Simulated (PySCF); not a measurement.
Si(Cl)(Me)2(NH2) (C2H8ClNSi), SMILES N[Si](C)(Cl)C.

Geometry: B3LYP-D3(BJ)/def2-SVP. One conformer was computed; it need not be the lowest.

These are TDA-PBE/def2-SVPD in PySCF values and carry that method's errors.

Vertical excitations. The molecule is in vacuum. State labels are in the subgroup Cs.

Q: List the lowest excited states. (Estimate from the structure and the level; the computed values follow.)

A: 
```tsv
state	symmetry	energy (eV)	λ (nm)	f	main pairs
S1	A'	5.98	207	0.037	HOMO→LUMO 99 %
S2	A"	6.61	188	0.045	HOMO−1→LUMO 100 %
S3	A'	6.87	181	0.002	HOMO→LUMO+1 85 %
S4	A"	7.03	176	0.000	HOMO→LUMO+3 100 %
S5	A'	7.03	176	0.049	HOMO−2→LUMO 94 %
S6	A'	7.20	172	0.104	HOMO→LUMO+2 76 %, HOMO→LUMO+1 13 %
S7	A"	7.53	165	0.031	HOMO−1→LUMO+1 70 %, HOMO−1→LUMO+2 29 %
S8	A"	7.67	162	0.007	HOMO−1→LUMO+2 69 %, HOMO−1→LUMO+1 28 %
S9	A"	7.73	160	0.002	HOMO−3→LUMO 63 %, HOMO→LUMO+4 35 %
S10	A"	7.75	160	0.008	HOMO→LUMO+4 65 %, HOMO−3→LUMO 35 %
T1	A'	5.76	215	0	HOMO→LUMO 99 %
T2	A"	6.52	190	0	HOMO−1→LUMO 100 %
T3	A'	6.61	187	0	HOMO→LUMO+1 74 %, HOMO→LUMO+2 25 %
T4	A'	6.74	184	0	HOMO→LUMO+2 73 %, HOMO→LUMO+1 25 %
```
Triplets are in the Tamm–Dancoff approximation.
